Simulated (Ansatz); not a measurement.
Mulliken charges of B$_{2}$FGeH$_{3}$O, SMILES `FB1[BH][GeH2][O]1` from ωB97M-V/def2-TZVPP in Ansatz (PBE0-D4/def2-TZVP geometry).

```
atom   x (Å)   y (Å)   z (Å)  charge (e)
  F1   2.229   0.429   1.366      -0.255
  B2   1.131   0.199   0.659       0.441
  B3  -0.546   0.571   0.925      -0.215
 Ge4  -0.659  -0.396  -0.898       0.231
  O5   1.174  -0.447  -0.529      -0.371
  H6  -1.279   1.090   1.702       0.136
  H7  -0.828   0.350  -2.233       0.017
  H8  -1.129  -1.853  -1.047       0.017
```

**Question.** By hand: the dipole of these point charges (1 e Å = 4.8032 D).

**Answer.** Σ q r = (-0.747, 0.053, -0.092) e Å, of length 0.755 e Å = 3.63 D.

**Question.** How does the dipole of the full density compare? (Estimate.)

**Answer.** Ansatz gave: (-0.621, 0.041, -0.081) e Å, 3.01 D; the point charges give 1.21 times that, at 0° from its direction.

Point charges leave out the atoms' own dipoles, such as those of lone pairs, and Mulliken's split depends on the basis, so the two needn't agree.
